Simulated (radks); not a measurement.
Task: These are the eigenvalues of the occupied orbitals of an atom or ion with whole-number occupations (hartree). Calculated with a radial shooting solver on a logarithmic mesh with Libxc functionals: scalar-relativistic Kohn-Sham, PBE, spin-unpolarised, spherical densities, finite nucleus; Fermi nuclear charge, rms radius of each element as measured or else 0.836 A^(1/3) + 0.57 fm.

1s: -197.7658
2s: -22.75052
2p: -19.09596
3s: -3.18898
3p: -2.22640
3d: -0.78338

Which element is it, and in what charge state? The configuration may be excited.

Result: Z = 23, vanadium, charge +2: V2+ in [Ar] 3d3. The list shows which subshells hold electrons but not how many an open one holds; the 1s level, -197.77 hartree, gives Z - s = 19.9 by -(Z - s)^2/2, which with screening and relativity narrows Z to a few neighbours, and the depths of the outer levels then fix element, charge and occupations together.
